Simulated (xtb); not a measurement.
Input file for xtb: GFN-FF on Cl2H4OSi2 (SMILES [SiH3]O[SiH](Cl)Cl).

```
$ xtb mol.xyz --gfnff --sp --chrg 0 --uhf 0
9

Si     1.48039338    -0.02074968     0.40005456
O     -0.10160082     0.25743493     0.50745229
Si    -1.58200956     0.11780947    -0.21383727
Cl     1.81945425    -2.02007283     0.09078639
Cl     2.26894730     1.02370117    -1.17852572
H      2.14593202     0.39537641     1.63391109
H     -1.96861659    -1.30762959    -0.26479967
H     -1.51988931     0.67332588    -1.58217610
H     -2.54261067     0.88070424     0.60713443
```

Program output:

```
[...]
           -------------------------------------------------
          |                Calculation Setup                |
           -------------------------------------------------



          ==================== Thresholds ====================
          CN  :   150.00000
          rep :   500.00000
          disp:  2500.00000
          HB1 :   250.00000
          HB2 :   450.00000

          Pauling EN used:
          Z : 1  EN :  2.20
          Z : 8  EN :  3.44
          Z :14  EN :  1.90
          Z :17  EN :  3.16
          electric field strengths (au): 0.000

           -------------------------------------------------
          |           Force Field Initialization            |
           -------------------------------------------------

          distances ...
          ----------------------------------------
          generating topology and atomic info file ...
          pair mat ...
          computing topology distances matrix with Floyd-Warshall algo ...
          making topology EEQ charges ...
          #fragments for EEQ constrain: 1
          ----------------------------------------
          generating topology and atomic info file ...
          pair mat ...
          computing topology distances matrix with Floyd-Warshall algo ...
          making topology EEQ charges ...
          #fragments for EEQ constrain: 1
          rings ...
          # BATM   30
          # H in HB   4

  atom   neighbors  erfCN metchar sp-hybrid imet pi  qest     coordinates
    1  Si      4    3.53   0.04         3    0    0   0.339    2.797538   -0.039211    0.755994
    2  O       2    1.92   0.00         3    0    0  -0.368   -0.191998    0.486482    0.958946
    3  Si      4    3.51   0.06         3    0    0   0.217   -2.989565    0.222628   -0.404094
    4  Cl      1    0.98   0.00         0    0    0  -0.137    3.438270   -3.817384    0.171561
    5  Cl      1    0.98   0.00         0    0    0  -0.137    4.287689    1.934515   -2.227091
    6  H       1    0.96   0.01         0    0    0   0.017    4.055224    0.747153    3.087644
    7  H       1    0.96   0.01         0    0    0   0.023   -3.720146   -2.471062   -0.500399
    8  H       1    0.96   0.01         0    0    0   0.023   -2.872175    1.272402   -2.989880
    9  H       1    0.96   0.01         0    0    0   0.023   -4.804838    1.664290    1.147318

          #atoms :   9
          #bonds :   8
          #angl  :   13
          #tors  :   6
          #nmol  :   1
          #optfrag :   1
           -------------------------------------------------
          |                   G F N - F F                   |
          |          A general generic force-field          |
          |                  Version 1.0.3                  |
           -------------------------------------------------
          Number of HB bonds (bound hydrogen)     108
          Number of HB bonds (unbound hydrogen)   36
          Number of XB bonds                      0

 E+G (total)                   0 d,  0 h,  0 min,  0.000 sec
 distance/D3 list               ...        0 min,  0.000 sec (  0.963%)
 non bonded repulsion           ...        0 min,  0.000 sec ( 25.214%)
 dCN                            ...        0 min,  0.000 sec (  2.782%)
 EEQ energy and q               ...        0 min,  0.000 sec (  9.611%)
 D3                             ...        0 min,  0.000 sec (  9.827%)
 EEQ gradient                   ...        0 min,  0.000 sec (  6.240%)
 bonds                          ...        0 min,  0.000 sec (  6.324%)
 bend and torsion               ...        0 min,  0.000 sec ( 10.458%)
 bonded ATM                     ...        0 min,  0.000 sec (  4.640%)
Note: The following floating-point exceptions are signalling: IEEE_UNDERFLOW_FLAG IEEE_DENORMAL
normal termination of xtb
 HB/XB (incl list setup)        ...        0 min,  0.000 sec ( 18.349%)

         :::::::::::::::::::::::::::::::::::::::::::::::::::::
         ::                     SUMMARY                     ::
         :::::::::::::::::::::::::::::::::::::::::::::::::::::
         :: total energy              -0.744712355181 Eh    ::
         :: gradient norm              0.034963331380 Eh/a0 ::
         ::.................................................::
         :: bond energy               -0.751119502778 Eh    ::
         :: angle energy               0.036533541464 Eh    ::
         :: torsion energy             0.000005325205 Eh    ::
         :: repulsion energy           0.046797056734 Eh    ::
         :: electrostat energy        -0.071198174571 Eh    ::
         :: dispersion energy         -0.005726060607 Eh    ::
         :: HB energy                  0.000000000000 Eh    ::
         :: XB energy                  0.000000000000 Eh    ::
         :: bonded atm energy         -0.000004540627 Eh    ::
         :: external energy            0.000000000000 Eh    ::
         :: add. restraining           0.000000000000 Eh    ::
         :: total charge              -0.000000000000 e     ::
         :::::::::::::::::::::::::::::::::::::::::::::::::::::

           -------------------------------------------------
          |                Property Printout                |
           -------------------------------------------------

molecular dipole:
                 x           y           z       tot (Debye)
 q only:       -1.025       0.186       0.160       2.678

           -------------------------------------------------
          | TOTAL ENERGY               -0.744712355181 Eh   |
          | GRADIENT NORM               0.034963331380 Eh/α |
           -------------------------------------------------
########################################################################
[WARNING] Runtime exception occurred
-1- gfnff_setup: Could not read topology file.
########################################################################

------------------------------------------------------------------------
------------------------------------------------------------------------
 total:
 SCF:
```

The run finished.

Cost: roughly 0.04 core-seconds.
